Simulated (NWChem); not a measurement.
System: C4H6S; SMILES C=C=CSC

NWChem input:

```
start job
memory heap 200 mb stack 900 mb global 1100 mb
geometry units angstroms noautosym nocenter noautoz
  C     -0.320687     2.519142     0.000346
  C      0.349348     1.393931    -0.000525
  C      1.025440     0.269426    -0.001490
  S      0.387224    -1.369561     0.000024
  C     -1.385372    -1.060174     0.001760
  H     -0.607717     3.015443     0.935364
  H     -0.611077     3.014887    -0.933930
  H      2.122111     0.288581    -0.003482
  H     -1.872423    -2.044800     0.002030
  H     -1.688710    -0.502901     0.900029
  H     -1.690318    -0.502544    -0.895732
end
basis spherical
  C library def2-svp
  S library def2-svp
  H library def2-svp
end
dft
  xc b3lyp
  iterations 150
end
cosmo
  do_cosmo_smd true
  solvent cychexan
end
task dft energy
```

Output (shortened):

```
             Northwest Computational Chemistry Package (NWChem) 7.3.0
             --------------------------------------------------------

                             Geometry "geometry" -> ""
                             -------------------------

 Output coordinates in angstroms (scale by  1.889725989 to convert to a.u.)

  No.       Tag          Charge          X              Y              Z
 ---- ---------------- ---------- -------------- -------------- --------------
    1 C                    6.0000    -0.32068700     2.51914200     0.00034600
    2 C                    6.0000     0.34934800     1.39393100    -0.00052500
    3 C                    6.0000     1.02544000     0.26942600    -0.00149000
    4 S                   16.0000     0.38722400    -1.36956100     0.00002400
    5 C                    6.0000    -1.38537200    -1.06017400     0.00176000
    6 H                    1.0000    -0.60771700     3.01544300     0.93536400
    7 H                    1.0000    -0.61107700     3.01488700    -0.93393000
    8 H                    1.0000     2.12211100     0.28858100    -0.00348200
    9 H                    1.0000    -1.87242300    -2.04480000     0.00203000
   10 H                    1.0000    -1.68871000    -0.50290100     0.90002900
   11 H                    1.0000    -1.69031800    -0.50254400    -0.89573200

 Effective nuclear repulsion energy (a.u.)     198.9398285720

                                 NWChem DFT Module
                                 -----------------

 Summary of "ao basis" -> "ao basis" (spherical)
 ------------------------------------------------------------------------------
       Tag                 Description            Shells   Functions and Types
 ---------------- ------------------------------  ------  ---------------------
 C                          def2-svp                 6       14   3s2p1d
 S                          def2-svp                 8       18   4s3p1d
 H                          def2-svp                 3        5   2s1p

 in cosmo_initialize ...
 calling solv_data for solv:cychexan

 solvent parameters
 solvname_short: cychexan
 solvname_long:  cyclohexane
 dielec:        2.0165
 dielecinf:     2.0352
 nonaqueous SMD model solvent descriptors
 dielec:        2.0165
 sola:          0.0000
 solb:          0.0000
 solc:          0.0000
 solg:         35.4800
 solh:          0.0000
 soln:          1.4266

          ---------------
          -cosmo- solvent
          ---------------
 Cosmo: York-Karplus, doi: 10.1021/jp992097l
 dielectric constant -eps-     =   2.02
 screen = (eps-1)/(eps    )    =   0.50409
 surface charge correction     = lagrangian

   van der Waals surface
 --------------------------

[...]

                                COSMO-SMD solvation results
                                ---------------------------

             internal energy in gas <Psi(g)|H|Psi(g)> =      -553.939178735592
         internal energy in solvent <Psi(s)|H|Psi(s)> =      -553.939025220699
                               delta internal energy  =         0.000153514893 (    0.10 kcal/mol)
   total free energy in solvent <Psi(s)|H+V/2|Psi(s)> =      -553.941893917315
 polarization energy contribution <Psi(s)|V/2|Psi(s)> =        -0.002868696617 (   -1.80 kcal/mol)
    total free energy in solvent including G(SMD-CDS) =      -553.943963414895
                       G(SMD-CDS) energy contribution =        -0.002069497580 (   -1.30 kcal/mol)
     1 M fixed-concentration free energy of solvation =        -0.004784679303 (   -3.00 kcal/mol)

                       DFT Final Molecular Orbital Analysis
                       ------------------------------------

 Vector   21  Occ=2.000000D+00  E=-3.113757D-01
              MO Center=  4.5D-01,  1.3D-01, -5.7D-04, r^2= 3.1D+00
   Bfn.  Coefficient  Atom+Function         Bfn.  Coefficient  Atom+Function
  ----- ------------  ---------------      ----- ------------  ---------------
    34      0.382884   3 C  pz               55      0.297758   4 S  pz
    37      0.262261   3 C  pz               52      0.238640   4 S  pz
    20      0.232865   2 C  pz               49      0.135258   4 S  pz
    66     -0.132923   5 C  pz               23      0.118874   2 C  pz
    75     -0.114108   6 H  s                80      0.114086   7 H  s

 Vector   22  Occ=2.000000D+00  E=-2.743767D-01
              MO Center=  8.2D-02,  1.6D+00, -1.5D-04, r^2= 2.7D+00
   Bfn.  Coefficient  Atom+Function         Bfn.  Coefficient  Atom+Function
  ----- ------------  ---------------      ----- ------------  ---------------
     4      0.361441   1 C  px               18      0.309195   2 C  px
     7      0.242729   1 C  px                5      0.210844   1 C  py
    54      0.194945   4 S  py               19      0.188670   2 C  py
    21      0.171174   2 C  px                8      0.156131   1 C  py
    51      0.155352   4 S  py               22      0.153921   2 C  py

 Vector   23  Occ=2.000000D+00  E=-2.132003D-01
              MO Center=  3.0D-01, -3.1D-01, -8.4D-05, r^2= 3.6D+00
   Bfn.  Coefficient  Atom+Function         Bfn.  Coefficient  Atom+Function
  ----- ------------  ---------------      ----- ------------  ---------------
    55      0.559436   4 S  pz               52      0.373133   4 S  pz
    20     -0.312369   2 C  pz               23     -0.235338   2 C  pz
    49      0.210102   4 S  pz               34     -0.200540   3 C  pz
    37     -0.131599   3 C  pz               75      0.110039   6 H  s
    80     -0.110045   7 H  s                95     -0.097970  10 H  s

 Vector   24  Occ=0.000000D+00  E=-7.638778D-03
              MO Center=  1.9D-01,  1.3D+00, -2.8D-04, r^2= 3.8D+00
   Bfn.  Coefficient  Atom+Function         Bfn.  Coefficient  Atom+Function
  ----- ------------  ---------------      ----- ------------  ---------------
     7      0.496826   1 C  px               54     -0.435916   4 S  py
    18     -0.356380   2 C  px               21     -0.348715   2 C  px
     4      0.337965   1 C  px               22     -0.325730   2 C  py
    86      0.320541   8 H  s                36     -0.243329   3 C  py
     8      0.239143   1 C  py               46     -0.233280   4 S  s

 Vector   25  Occ=0.000000D+00  E= 1.263540D-02
              MO Center=  4.3D-01,  1.0D+00, -6.5D-04, r^2= 3.5D+00
   Bfn.  Coefficient  Atom+Function         Bfn.  Coefficient  Atom+Function
  ----- ------------  ---------------      ----- ------------  ---------------
    37      0.598572   3 C  pz               23     -0.541573   2 C  pz
    20     -0.428853   2 C  pz               76      0.426566   6 H  s
    81     -0.426715   7 H  s                34      0.411528   3 C  pz
    55     -0.270865   4 S  pz                9     -0.187289   1 C  pz
    75      0.162236   6 H  s                80     -0.162231   7 H  s

 Vector   26  Occ=0.000000D+00  E= 4.864176D-02
              MO Center= -6.2D-01, -1.0D+00,  1.1D-03, r^2= 4.7D+00
   Bfn.  Coefficient  Atom+Function         Bfn.  Coefficient  Atom+Function
  ----- ------------  ---------------      ----- ------------  ---------------
    63      2.092137   5 C  s                53      0.898540   4 S  px
    31     -0.812285   3 C  s                96     -0.767910  10 H  s
   101     -0.767700  11 H  s                91     -0.628200   9 H  s
    46     -0.513066   4 S  s                17      0.459163   2 C  s
    67      0.355914   5 C  px               86      0.324563   8 H  s

     Multipole analysis of the density
     ---------------------------------

     L   x y z        total         alpha         beta         nuclear
     -   - - -        -----         -----         ----         -------
     0   0 0 0     -0.000000    -23.000000    -23.000000     46.000000

     1   1 0 0     -0.469798     -0.102452     -0.102452     -0.264894
     1   0 1 0      0.221906      0.026255      0.026255      0.169395
     1   0 0 1      0.000279     -0.004782     -0.004782      0.009844

     2   2 0 0    -25.857639    -77.268783    -77.268783    128.679928
     2   1 1 0      0.651050     -4.182067     -4.182067      9.015185
     2   1 0 1     -0.004352      0.069521      0.069521     -0.143393
     2   0 2 0    -27.348612   -209.864329   -209.864329    392.380045
     2   0 1 1     -0.000376      0.028531      0.028531     -0.057438
     2   0 0 2    -28.956919    -20.477079    -20.477079     11.997239
```

Level: B3LYP/def2-SVP, SMD on the gas-phase geometry. The geometry was optimised at PBE0/def2-SVP. Solvent: cyclohexane.
